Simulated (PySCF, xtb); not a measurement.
Zn(H)(SH) (H2SZn), SMILES [SH][ZnH].

GFN2-xTB (xtb) at its own geometry gives an orbital gap of 4.34 eV and a dipole moment of 2.71 D.

Geometry: B3LYP-D3(BJ)/def2-TZVP.

Q: What does ωB97X/def2-TZVPD (PySCF) give? (Estimate from the structure and the level; the computed values follow.)

A: gap 10.43 eV (levels -9.69 and 0.73 eV), dipole 1.30 D.
